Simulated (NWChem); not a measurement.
System: C₃H₂Cl₂; SMILES ClC=C=CCl

The following NWChem deck was run.

```
start job
memory heap 200 mb stack 900 mb global 1100 mb
geometry units angstroms noautosym nocenter noautoz
  Cl     2.494012    -0.097767     0.389220
  C      1.212902     0.487108    -0.617699
  C      0.000000     0.000000    -0.603464
  C     -1.212902    -0.487108    -0.617699
  Cl    -2.494012     0.097767     0.389220
  H      1.512421     1.309838    -1.274635
  H     -1.512421    -1.309838    -1.274635
end
basis spherical
  * library def2-svp
end
dft
  xc pbe0
  iterations 150
end
property
  efieldgrad
end
task dft property
```

Geometry: optimised at PBE0/def2-SVP.

Vzz is the largest principal value of the second derivative of the potential at the nucleus (NWChem prints the opposite sign); η is the asymmetry. Non-relativistic.

Atoms are numbered as in the input.

**Question.** Predict the main results of this run. (PBE0/def2-SVP.) Quantities: Vzz Cl5 (a.u.); η Cl5.

**Answer.** 
| Item | Result |
|---|---|
| Vzz Cl5 (a.u.) | 3.647 |
| η Cl5 | 0.13 |
